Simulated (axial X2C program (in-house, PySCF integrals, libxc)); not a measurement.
**Working with the constants of RhC**

A bond curve at the PBE0 level, two-component, was computed with an in-house relativistic program for diatomic molecules (basis Rh dyall-cv3z [12s12p8d5f3g], C dyall-v3z [7s6p2d1f] (cores contracted in-house)) for the state Ω = 1/2 (⟨Sz⟩ = 0.50, ⟨Lz⟩ = 0.00 at PBE0). Its fit gives Re = 1.5884 Å, ωe = 1131.3 cm⁻¹, ωexe = 4.7 cm⁻¹ and αe = 3.767e-03 cm⁻¹; the masses are 102.9055 and 12.0000 u. Two-component means X2C with spin–orbit coupling and atomic mean-field Coulomb and Gaunt terms.

Q: Find the reduced mass, Be and the force constant.

A: From the PBE0 values: μ = 10.7468 u. Be = 16.8576/(μ Re²) = 0.6217 cm⁻¹. k = 5.8918×10⁻⁷ μ ωe² = 8.1 mdyn/Å.

Q: Estimate the centrifugal constant by the Kratzer relation.

A: D = 4Be³/ωe² = 7.51e-07 cm⁻¹.

Q: A Morse curve ties αe to the other constants (Pekeris). How well does that hold?

A: αe(Morse) = 6Be²/ωe × (√(ωexe/Be) − 1) = 3.587e-03 cm⁻¹; the PBE0 curve gives 3.767e-03 cm⁻¹, a ratio of 0.95.

Q: Where do the fundamental and the first overtone lie?

A: ν(1←0) = ωe − 2ωexe = 1121.9 cm⁻¹; ν(2←0) = 2ωe − 6ωexe = 2234.4 cm⁻¹.

Q: The dipole moment p changes by 4.52 D/Å at Re. What harmonic infrared intensity follows?

A: I = 42.256 × (dp/dR)²/μ = 80 km/mol.

The state is one determinant whose occupation by symmetry is held fixed; it was picked as the lowest of a PBE0 search that is not exhaustive. Density functionals use the spin component along the axis (collinear).
